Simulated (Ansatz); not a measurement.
Compare A (`N[Si@@H]1[SiH2][C@H]1[SiH3]`) with its isomer B (`[SiH3]/N=C\[SiH2][SiH3]`).

Calculated with Ansatz (gas phase, PBE0-D4/def2-TZVP geometries, no zero-point term in ΔE). CCSD(T)/CBS adds triple-zeta CCSD(T) − MP2 to the extrapolated MP2 energy (def2 sets, frozen cores). DFT in def2-TZVPP. B3LYP here is the variant with VWN-RPA as its local correlation; programs differ in this. One conformer a species, not always the lowest.

(1) Which is lower in electronic energy at CCSD(T)/CBS, and by how much? (An estimate is asked.)

(2) Give E(B) − E(A) in kcal/mol with CCSD/def2-TZVPP, CCSD(T)/def2-TZVPP, PBE0-D4, B3LYP, B2PLYP, PBE-D4, ωB97M-V. (Best estimate.)

Largest T1 diagnostic: 0.014.

Results:

(1) The calculation gave: A, by 20.8 kcal/mol.

(2) Ansatz gave: CCSD/def2-TZVPP 18.6, CCSD(T)/def2-TZVPP 18.8, PBE0-D4 22.8, B3LYP 14.7, B2PLYP 17.4, PBE-D4 19.8, ωB97M-V 21.6. None reverses the order clearly.

From PBE to PBE0 (25 % exact exchange), in def2-TZVPP and without D4, E(B) − E(A) moves by +3.2 kcal/mol. In def2-TZVPP, CCSD(T) changes the Hartree–Fock value by +7.6 kcal/mol (the triples alone add +0.2 kcal/mol) and MP2 by +12.5 kcal/mol.
